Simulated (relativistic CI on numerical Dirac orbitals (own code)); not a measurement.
## Sensitivity of the levels of Sn25+ to α and to the nuclear radius

Method of calculation: Dirac-Coulomb-Breit CI, separate exchange-only KLI orbitals for each configuration, derivatives by finite differences, unscaled Slater integrals, QED left out (own radial code, finite nucleus).

Configuration list (outside the closed core [Ne]): 3s²3p⁶3d⁷, 3s²3p⁵3d⁸, 3s²3p⁴3d⁹, 3s3p⁶3d⁸, 3p⁶3d⁹, 3s3p⁵3d⁹, 3s²3p⁶3d⁶4s, 3s²3p⁶3d⁶4p. Levels of other configurations are missing.

With x = (α/α₀)² − 1 an excitation energy changes as ω = ω₀ + qx; K = 2q/ω₀ is the relative enhancement. Terms are leading LS components, so labels can repeat. The field-shift factor is F = δν/δ⟨r²⟩ for the transition from the lowest level.

Lowest level 3s²3p⁶3d⁷ ⁴F9/2.

```tsv
Level	ω₀ (cm⁻¹)	q (cm⁻¹)	F (GHz/fm²)
3s²3p⁶3d⁷ ²P3/2	57491	1044	-0.0233
3s²3p⁶3d⁷ ⁴F7/2	62519	71280	0.573
3s²3p⁶3d⁷ ⁴F5/2	65318	29130	0.275
3s²3p⁶3d⁷ ⁴F3/2	102311	78030	0.654
3s²3p⁶3d⁷ ²G9/2	110748	58370	0.563
3s²3p⁶3d⁷ ⁴P5/2	111520	72030	0.667
3s²3p⁶3d⁷ ⁴P1/2	127738	68700	0.564
3s²3p⁶3d⁷ ²H11/2	146900	63740	0.702
3s²3p⁶3d⁷ ²G7/2	153161	86040	0.791
3s²3p⁶3d⁷ ²D5/2	177752	122400	1.04
3s²3p⁶3d⁷ ⁴P3/2	180182	134500	1.12
3s²3p⁶3d⁷ ²P1/2	205241	142900	1.12
3s²3p⁶3d⁷ ²F5/2	206144	59660	0.692
```

At this charge energies of transitions that change n are usually good to better than 1 %, and those within a shell (Δn = 0) to a few per cent. Terms inside the open d or f shell come out 10 to 20 % too wide with unscaled integrals.

Which transition from the lowest level has the largest |K|?

3s²3p⁶3d⁷ ⁴F7/2 at 62519 cm⁻¹, K = 2.28.
